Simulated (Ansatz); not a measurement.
`Cl[SiH]1CBC1` at its PBE0-D4/def2-TZVP geometry, where that method's forces vanish. Total charge 0; spin multiplicity 1.

| atom | x (Å) | y (Å) | z (Å) |
| --- | --- | --- | --- |
| Cl1 | -0.5290 | 1.6476 | -2.2783 |
| Si2 | -0.2264 | 0.9891 | -0.3512 |
| C3 | -1.1424 | -0.5732 | 0.1615 |
| B4 | 0.2432 | -0.8520 | 0.8401 |
| C5 | 1.2835 | -0.0952 | -0.0560 |
| H6 | -0.3795 | 2.1673 | 0.5307 |
| H7 | -1.2321 | -1.0979 | -0.7998 |
| H8 | -2.0812 | -0.6263 | 0.7038 |
| H9 | 0.4146 | -1.2074 | 1.9694 |
| H10 | 1.3982 | -0.5795 | -1.0357 |
| H11 | 2.2511 | 0.2275 | 0.3154 |

Question: For each bond, give half the difference of the two atoms' forces along it (eV/Å; positive pushes the atoms apart) under PBE-D4, r2SCAN-D4, B3LYP-D4, ωB97M-V in def2-TZVPP. (Estimate.)

Answer: Ansatz gave: 
```json
{"bond": "Cl1–Si2", "length (Å)": "2.059", "PBE-D4": "0.16", "r2SCAN-D4": "0.06", "B3LYP-D4": "0.14", "ωB97M-V": "0.05"}
{"bond": "Si2–C3", "length (Å)": "1.882", "PBE-D4": "0.08", "r2SCAN-D4": "0.03", "B3LYP-D4": "0.12", "ωB97M-V": "0.04"}
{"bond": "Si2–C5", "length (Å)": "1.882", "PBE-D4": "0.08", "r2SCAN-D4": "0.03", "B3LYP-D4": "0.12", "ωB97M-V": "0.04"}
{"bond": "Si2–H6", "length (Å)": "1.480", "PBE-D4": "0.04", "r2SCAN-D4": "-0.02", "B3LYP-D4": "-0.20", "ωB97M-V": "-0.18"}
{"bond": "C3–B4", "length (Å)": "1.568", "PBE-D4": "-0.02", "r2SCAN-D4": "0.03", "B3LYP-D4": "0.12", "ωB97M-V": "0.13"}
{"bond": "C3–H7", "length (Å)": "1.099", "PBE-D4": "0.12", "r2SCAN-D4": "-0.01", "B3LYP-D4": "-0.08", "ωB97M-V": "-0.05"}
{"bond": "C3–H8", "length (Å)": "1.086", "PBE-D4": "0.07", "r2SCAN-D4": "-0.04", "B3LYP-D4": "-0.06", "ωB97M-V": "-0.07"}
{"bond": "B4–C5", "length (Å)": "1.568", "PBE-D4": "-0.02", "r2SCAN-D4": "0.03", "B3LYP-D4": "0.12", "ωB97M-V": "0.13"}
{"bond": "B4–H9", "length (Å)": "1.196", "PBE-D4": "0.07", "r2SCAN-D4": "-0.03", "B3LYP-D4": "-0.19", "ωB97M-V": "-0.20"}
{"bond": "C5–H10", "length (Å)": "1.099", "PBE-D4": "0.12", "r2SCAN-D4": "-0.01", "B3LYP-D4": "-0.08", "ωB97M-V": "-0.05"}
{"bond": "C5–H11", "length (Å)": "1.086", "PBE-D4": "0.07", "r2SCAN-D4": "-0.04", "B3LYP-D4": "-0.06", "ωB97M-V": "-0.07"}
```

B3LYP here is the variant with VWN-RPA as its local correlation; programs differ in this.
